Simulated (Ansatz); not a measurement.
C$_{2}$H$_{2}$F$_{2}$, triplet, at a GFN2-xTB geometry (a higher spin typed on purpose: for a closed-shell molecule this is an excited state); Ansatz (an electronic-structure program) with SC-NEVPT2/STO-3G, CASSCF(6,6).

Ansatz was given this input:
Ansatz 0.2 input:
```yaml
crystal:
  periodic: [false, false, false]
  atoms:
    - {symbol: C, position_ang: [1.41202207, -0.24719523, -0.03493646]}
    - {symbol: C, position_ang: [-0.00107094, -0.14805623, 0.20287959]}
    - {symbol: F, position_ang: [-0.85606893, -0.70763355, -0.67871434]}
    - {symbol: F, position_ang: [-0.51952938, 1.03477559, 0.59462687]}
    - {symbol: H, position_ang: [1.88224607, 0.26704452, -0.86288816]}
    - {symbol: H, position_ang: [2.03243194, -0.83981407, 0.61201662]}
basis:
  gaussian:
    orbitals: STO-3G
correlation: {method: sc_nevpt2, electrons: all, active_space: {window: {electrons: 6, orbitals: 6}}}
magnetization: {spin_polarized: false, initial_magnetization: 2}
```

What the program printed (banner, timings and long lists left out):

```
Functional definition: HF
314 factors; integrals over basis functions are off by at most 5.1e-5 eV
mean field evaluation 1: about -7396.9678 eV, gradient 2.5e1 eV
mean field evaluation 2: about -7397.1474 eV, gradient 2.5e1 eV
mean field evaluation 4: about -7399.8508 eV, gradient 2.5e0 eV
mean field evaluation 8: about -7399.8934 eV, gradient 7.9e-5 eV
mean field -7399.89338481 eV, -271.9410660640 hartree, gradient 1.5e-6 eV, S^2 2.000000; 0 other end points of the search recorded, 0 dependent functions left out
reference -7399.89338481 eV, -271.9410660640 hartree; 17, 15 occupied and 5, 7 virtual orbitals, 314 factors
state -7401.09693576 eV, -271.9852957454 hartree
state -7401.09693576 eV, -271.9852957454 hartree; corrected -7403.11105579 eV, -272.0593132915 hartree
Total energy: -7403.11105579 eV, -272.0593132915 hartree
```
